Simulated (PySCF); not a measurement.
# Sc (scandium, neutral): UHF calculation

Configuration: [Ar] 4s2 4p1, 2P determinant (an excited configuration). All numbers are calculated (PySCF 2.14, the spin-free X2C one-electron Hamiltonian (Gaussian nucleus), in aug-cc-pwCVTZ-DK with one added diffuse shell each of s, p, d, f, g type (11s10p8d5f4g, 152 functions)).

* Total energy: -763.180383 hartree
* One-electron energy: -1040.7054 hartree
* Hartree (Coulomb) energy: 315.6614 hartree
* Exchange energy: -38.1364 hartree
* ⟨S²⟩: 0.8908
* ⟨L²⟩: 2.886
* Sum of ⟨r⟩: 22.95 bohr
* Sum of ⟨r²⟩: 63.20 bohr²
* Traceless quadrupole moment −½Σ⟨3z² − r²⟩ along its main axis: -11.5 e·bohr²
* Langevin diamagnetic susceptibility: -50.1 ×10⁻⁶ cm³/mol

| shell | electrons | mean orbital energy (hartree) | spread (hartree) | rms radius, mean of both spins (bohr) |
| --- | --- | --- | --- | --- |
| 1s α | 1 | -167.03510 | 0 | 0.0844 |
| 1s β | 1 | -167.03350 | 0 | 0.0844 |
| 2s β | 1 | -19.50821 | 0 | 0.370 |
| 2s α | 1 | -19.50768 | 0 | 0.370 |
| 2p α | 3 | -15.92776 | 0.00278 | 0.340 |
| 2p β | 3 | -15.92754 | 0.00099 | 0.340 |
| 3s β | 1 | -2.80887 | 0 | 1.14 |
| 3s α | 1 | -2.80500 | 0 | 1.14 |
| 3p β | 3 | -1.77612 | 0.01600 | 1.24 |
| 3p α | 3 | -1.77042 | 0.00428 | 1.24 |
| 4s α | 1 | -0.31023 | 0 | 3.64 |
| 4s β | 1 | -0.27343 | 0 | 3.64 |
| 4p α | 1 | -0.16777 | 0 | 4.89 |

⟨S²⟩ = 0.89 against 0.75 shows spin contamination.

Densities and radii are taken from the X2C orbitals without a picture-change correction, which distorts them close to the nucleus.

Spin-orbit constants ζ (cm⁻¹) from the X2C one-electron operator on these orbitals: bare nucleus, nucleus screened by l(l+1)(2l+1)/3 electrons, and screened by the Breit-Pauli mean field of the electrons.

```tsv
shell	bare	screened nucleus	mean field
2p	26920	24360	n/a
3p	2857	2585	n/a
4p	136.6	123.6	n/a
```

To first order the Landé constant is A = 123.6 cm⁻¹, so the lowest level has J = 1/2 and lies 0.0153 eV below the centre of the term.
